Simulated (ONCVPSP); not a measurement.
Which change was made? (Cd, ONCV)

ONCVPSP 4.0.1 input, shortened (lines: element, Z, core and valence counts, functional; n l f; lmax; l rc ep ncon nbas qcut; lloc lpopt rc5 dvloc0; l nproj debl; icmod fcfact rcfact), PBE, scalar-relativistic:

```
  Cd 48.00    7    3        4      upf
    1    0    2.00
    2    0    2.00
    2    1    6.00
    3    0    2.00
    3    1    6.00
    3    2   10.00
    4    0    2.00
    4    1    6.00
    4    2   10.00
    5    0    1.50
    3
    0    1.90    0.00    4    7    3.60
    1    1.50    0.00    4    7    8.50
    2    1.85    0.00    3    7    6.80
    3    1.60    0.06    4    7    7.20
    4    5    1.50    2.00
    0    3    1.20
    1    2    0.80
    2    2    2.20
    3    3    3.40
    0    0.00    0.00
```

In the p channel the program set the typed energies aside and used -2.617, 0.250 Ha.

Cutoffs, loose and tight: the cutoffs (Ha) at which the residual kinetic energy of the hardest occupied pseudo-wave falls to 1 and 0.1 mHa per electron. They do not see the model core or the augmentation charge, which bear on the density cutoff. Test errors are all-electron minus pseudo excitation energies from the reference, over the configurations 4p6 4d10 5s2; 4p6 4d10 5s1; 4p6 4d10 5s0; 4p6 4d8 5s0; variants that change the core or the reference have their own tests. The largest error is taken over the tests solved by every variant that gives reliable tests at all, those not shown here included: 4p6 4d10 5s0; 4p6 4d10 5s1; 4p6 4d10 5s2.

The base gives: outcome: generated, projector energies reset by the program; cutoff, loose: 21 Ha; cutoff, tight: 30 Ha; bound ghosts: s; GHOST(+) flags above zero: none; largest test error (meV): -16.

Problem. After one change the result is: outcome: failed: ERROR pspot: first pseudo wave function has node, program will stop. Which change was it?
A. core [Kr], valence charge 12; reference 4d10 5s2; waves now 5s: rc 2.05 bohr, ncon 4, nbas 8, qcut 2.8 1/bohr, 2 projectors, debl 0.8 Ha; p scattering state at 0.09 Ha: rc 1.95 bohr, ncon 4, nbas 7, qcut 4.4 1/bohr, 2 projectors, debl 3.9 Ha; 4d: rc 1.05 bohr, ncon 4, nbas 7, qcut 7.9 1/bohr, 2 projectors, debl 3.3 Ha; f scattering state at 0.02 Ha: rc 1.95 bohr, ncon 4, nbas 9, qcut 5.8 1/bohr, 2 projectors, debl 1.9 Ha; local potential polynomial inside 0.65 bohr (lpopt 5, dvloc0 1 Ha)
B. all radii scaled by about 0.81 (s 1.54, p 1.22, d 1.50, f 1.30 bohr); local potential polynomial inside 1.22 bohr (lpopt 5, dvloc0 2 Ha)
C. s: ncon 5, nbas 8

Solution. A. The others give: s: ncon 5, nbas 8 → outcome: generated, projector energies reset by the program; cutoff, loose: 38 Ha; cutoff, tight: 46 Ha; bound ghosts: s; GHOST(+) flags above zero: s; largest test error (meV): -11 | all radii scaled by about 0.81 (s 1.54, p 1.22, d 1.50, f 1.30 bohr); local potential polynomial inside 1.22 bohr (lpopt 5, dvloc0 2 Ha) → outcome: failed: optimize: ERROR ps0norm > uunorm, code will stop.
